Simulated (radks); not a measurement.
Os III, configuration [Xe] 4f14 5d6. Calculated with a radial shooting solver on a logarithmic mesh with Libxc functionals: Dirac Kohn-Sham, PBE, spin-unpolarised, spherical densities, finite nucleus; open shells fill j = l - 1/2 first; Fermi nuclear charge, rms radius 5.4126 fm.

Normalised radial functions P(r) = r R(r) (large component), r in bohr:

```
   r/bohr * 5s1/2, o 4f5/2, + 5d3/2 (the largest magnitude, 1.36, reaches the edge; | marks zero, & curves that meet)
 0.001021                             &*
 0.001573                             & *
 0.002423                             &  *
 0.003762                             &  *
 0.005795                             &   *
 0.008927                             &   *
  0.01375                             &  *
  0.02118                             &
  0.03262                         *   o+
  0.05025                       *     |o+
  0.07802                           * | o +
   0.1202                             |    +o*
   0.1851                             |+   *        o
   0.2852                   *   +     |                       o
   0.4392                     *+      |                          o
   0.6766                             |   +           *   o
    1.042                             |         o    +      *
    1.618                             |  o     *      +
    2.492                             o*       +
    3.839                             &  +
    5.914                             &
```

5s1/2: eigenvalue -108.07 eV, 4 radial nodes at r = 0.0210, 0.0841, 0.218, 0.510 bohr, <r> = 1.01 bohr, 90 % of the charge inside 1.45 bohr. 4f5/2: eigenvalue -70.121 eV, 0 radial nodes, <r> = 0.553 bohr, 90 % of the charge inside 0.902 bohr. 5d3/2: eigenvalue -23.397 eV, 2 radial nodes at r = 0.201, 0.594 bohr, <r> = 1.67 bohr, 90 % of the charge inside 2.58 bohr.
